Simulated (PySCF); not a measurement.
C₃H₉FOSi, SMILES O(C)C[Si@@H](F)C.

Coordinates come from a TPSSh-D3(BJ)/def2-SVP optimisation. The structure was generated by enumeration; whether it is a known compound was not checked. One conformer was computed; it need not be the lowest.

These are TDA-PBE/def2-SVPD (PySCF) values and carry that method's errors.

Vertical excitations. Isolated molecule, no solvent.

Computed lowest excited states:
| state | energy (eV) | λ (nm) | f | main pairs |
|---|---|---|---|---|
| S1 | 6.00 | 207 | 0.009 | HOMO→LUMO 99 % |
| S2 | 6.20 | 200 | 0.009 | HOMO→LUMO+1 99 % |
| S3 | 6.43 | 193 | 0.023 | HOMO→LUMO+2 99 % |
| S4 | 6.76 | 183 | 0.000 | HOMO→LUMO+3 100 % |
| S5 | 7.01 | 177 | 0.013 | HOMO−1→LUMO 98 % |
| S6 | 7.22 | 172 | 0.013 | HOMO−1→LUMO+1 94 % |
| T1 | 5.83 | 213 | 0 | HOMO→LUMO 99 % |
| T2 | 6.11 | 203 | 0 | HOMO→LUMO+1 98 % |
Triplets are in the Tamm–Dancoff approximation.
